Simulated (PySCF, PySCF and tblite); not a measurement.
A run on one conformer of C6H10F2, numbered as in [F:1][C:2]1([F:3])[CH2:4][CH2:5][CH2:6][CH2:7][CH2:8]1, from an ensemble study. The sound level was wB97X-D/pcSseg-1 (IEF-PCM, cyclohexane) on GFN2-xTB geometries.

Input:

```
{"job": {"xc": "PBE00", "basis": "pcSseg-1", "solvent": "cyclohexane", "kind": "nmr", "pop": false}, "charge": 0, "multiplicity": 1}
F     -2.632560     0.592929    -0.234512
C     -1.359874     0.364420     0.222933
F     -1.437316     0.609276     1.567157
C     -0.398535     1.348484    -0.428111
C      1.033611     1.058054     0.014167
C      1.409169    -0.388030    -0.296783
C      0.457069    -1.342556     0.418225
C     -0.984299    -1.090718    -0.017598
H     -0.694654     2.361325    -0.149140
H     -0.497883     1.243870    -1.509885
H      1.713855     1.744309    -0.492033
H      1.116092     1.230326     1.089232
H      2.433797    -0.579844     0.025151
H      1.357485    -0.557073    -1.374915
H      0.724012    -2.377837     0.201894
H      0.534662    -1.190770     1.496721
H     -1.107342    -1.293952    -1.082767
H     -1.676049    -1.725896     0.538608
```

Command: OMP_NUM_THREADS=1 python ens_run.py task.json out

Output:

```
KeyError: "LibXCFunctional: name 'PBE00' not found."
```

Task: What is wrong with this calculation?

Result: The setting at fault: functional unknown or not served for shieldings. PBE00 is no functional's name. The program refused the input.
